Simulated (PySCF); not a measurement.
These 3 structures share the formula C2H8GeO2. The calculation used PBE0-D3(BJ)/def2-SVP geometry optimisation, gas phase (PySCF). Energies are electronic, without zero-point or thermal terms, for one conformer each. No frequencies were run at this level. Point groups hold within 0.08 Å.

**Question.** Rank from lowest to highest electronic energy at this level (kcal/mol).
A. `[CH3:1][O:2][CH2:3][O:4][GeH3:5]` with C1–O2–C3–O4 170°, O2–C3–O4–Ge5 -41°
B. `[CH3:1][O:2][GeH2:3][O:4][CH3:5]` with C1–O2–Ge3–O4 57°, O2–Ge3–O4–C5 -153°
C. Ge(OH)2Me2 (`[CH3][Ge]([CH3])([OH])[OH]`)

**Answer.** C (0.0), B (41.3), A (53.6).

| SMILES | E (Eh) | E rel (kcal/mol) | dipole (D) | point group | A, B, C (MHz) |
| --- | --- | --- | --- | --- | --- |
| [CH3][Ge]([CH3])([OH])[OH] | -2307.59778 | 0.0 | 0.52 | C2 | 3373, 3068, 3007 |
| C[O][GeH2][O]C | -2307.53202 | 41.3 | 1.90 | C1 | 5676, 2182, 1709 |
| COC[O][GeH3] | -2307.51238 | 53.6 | 1.87 | C1 | 8009, 1553, 1366 |
